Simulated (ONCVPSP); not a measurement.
# Before and after: ONCV potential for Ho

ONCVPSP 4.0.1 input, shortened (lines: element, Z, core and valence counts, functional; n l f; lmax; l rc ep ncon nbas qcut; lloc lpopt rc5 dvloc0; l nproj debl; icmod fcfact rcfact), PBE, scalar-relativistic:

```
  Ho 67.00   10    4        4      upf
    1    0    2.00
    2    0    2.00
    2    1    6.00
    3    0    2.00
    3    1    6.00
    3    2   10.00
    4    0    2.00
    4    1    6.00
    4    2   10.00
    4    3   10.00
    5    0    2.00
    5    1    6.00
    5    2    1.00
    6    0    2.00
    2
    0    2.30    0.00    5    8    6.60
    1    1.50    0.00    5    9    5.30
    2    3.05    0.00    4    9    6.10
    4    2    1.40   -1.00
    0    2    2.70
    1    1    3.00
    2    1    2.90
    2    0.25    1.05
```

All-electron outer shells of the reference configuration (PBE, scalar-relativistic, ld1.x):

```
shell  level (eV)  outermost node (bohr)  outermost maximum (bohr)
   5s      -54.41                   0.61                      1.13
   5p      -29.13                   0.66                      1.28
   4f       -9.36                      –                      0.52
   6s       -4.34                   1.52                      3.26
   5d       -2.20                   0.74                      1.91
```

Change: all radii but the core radius scaled by about 1.18 (s 2.72, p 1.78, d 3.60 bohr); local potential polynomial inside 1.66 bohr (lpopt 2, dvloc0 -1 Ha).

Cutoffs: the cutoffs (Ha) at which the residual kinetic energy of the hardest occupied pseudo-wave falls to 1 and 0.1 mHa per electron; they do not see the model core or the augmentation charge, which bear on the density cutoff. Errors are all-electron minus pseudo energies relative to the spin-unpolarised reference configuration.

Problem. What does the change do?

Solution. The potential gets softer (85 Ha and 111 Ha → 26 Ha and 76 Ha); of the 3 tests that both files solve, the error grows in 1 and shrinks in 2 by more than 15 % and 0.3 meV (median size 7.0 → 1.1 meV); neither file shows a bound ghost. A larger radius leaves more room for a smooth pseudo-wave, so fewer plane waves are needed.

| quantity | base | changed |
| --- | --- | --- |
| cutoff, loose | 85 Ha | 26 Ha |
| cutoff, tight | 111 Ha | 76 Ha |
| loose cutoff by channel | s 14 Ha, p 85 Ha, d 9.0 Ha | s 11 Ha, p 26 Ha, d 7.7 Ha |
| bound ghosts | none | none |
| GHOST(+) flags under 300 eV | none | none |
| tests counted as reliable (solved cleanly; for ONCVPSP, near-neutral configurations with less than one 5d electron left out) | 3 of 4 | 3 of 4 |
| error for 5s2 5p6 5d1 6s1, meV [ΔE 6.94 eV] | -0.3 | -1.1 |
| error for 5s2 5p6 5d1 6s0, meV [ΔE 19.54 eV] | +7.0 | +0.5 |
| error for 5s2 5p6 5d2 6s1, meV [ΔE 2.28 eV] | -7.5 | -3.8 |
| rms error of d²Exc/dni dnj with the model core, mHa | 1.15 | 1.41 |
